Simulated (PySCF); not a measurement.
## Assigning NMR signals

Geometry:
| atom | x (Å) | y (Å) | z (Å) |
| --- | --- | --- | --- |
| C1 | 1.411 | 0.014 | -0.541 |
| C2 | 0.229 | -0.318 | 0.328 |
| F3 | 0.563 | -1.127 | 1.379 |
| C4 | -1.158 | -0.535 | -0.240 |
| C5 | -0.862 | 0.675 | 0.585 |
| F6 | -1.420 | 0.821 | 1.796 |
| F7 | -0.799 | 1.887 | -0.007 |
| H8 | 2.207 | 0.433 | 0.071 |
| H9 | 1.127 | 0.740 | -1.296 |
| H10 | 1.779 | -0.889 | -1.024 |
| H11 | -1.304 | -0.410 | -1.301 |
| H12 | -1.773 | -1.291 | 0.224 |

Computational details: J: B3LYP/pcJ-1 (spin–dipole term only in couplings to heteroatoms), geometry: GFN2-xTB, GIAO PBE0/pcSseg-1 shieldings, in PySCF 2.14.0 with density-fitted response routines (one conformer, non-relativistic, gas phase, averaged over atoms made equivalent by symmetry, fast rotation or ring inversion).

Chemical shifts δ = σref − σ; ¹³C and ¹H against TMS, all at this level.

(1) Assign these signals to the numbered atoms. ¹³C{¹H} NMR (computed): δ 118.1 (ddd, J = 375.3, 364.2, 8.1 Hz), 81.2 (ddd, J = 300.5, 8.5, 6.0 Hz), 24.2 (dt, J = 11.8, 7.4 Hz), 18.6 (dd, J = 20.5, 4.6 Hz).

(2) Assign these signals to the numbered atoms. ¹H NMR (300 MHz, computed): δ 1.73 (dt, J = 18.6, 2.4 Hz, 3H), 1.68 (m, 1H), 1.08 (m, 1H).

## Answers

(1) 
118.1 → C5, three-membered-ring carbon: 2 electronegative neighbours deshield it
81.2 → C2, three-membered-ring carbon
24.2 → C4, three-membered-ring carbon
18.6 → C1, methyl carbon: a saturated carbon with 1 carbon neighbour and no heteroatom attached

(2) 
1.73 → H8/H9/H10, hydrogen on a methyl carbon
1.68 → H12, hydrogen on a three-membered-ring carbon
1.08 → H11, hydrogen on a three-membered-ring carbon: cyclopropane-type protons are shielded by the ring

H8/H9/H10 and H12 lie closer than the usual error of such a calculation, so a measured spectrum could show them in the other order.

Common functionals overestimate the size of one-bond C–F couplings by tens of Hz; these are unscaled. Multiplet labels drop couplings under 1 Hz and merge nearly equal ones. Shifts are as computed. Against solution values, carbons near 30 ppm lie about +3 ppm off and those near 130 ppm about +5 ppm. Of 1211 compounds with measured shifts, 218 miss one by over three times the rms of a fit or turn the order of signals round; such compounds aren't used in these exercises.
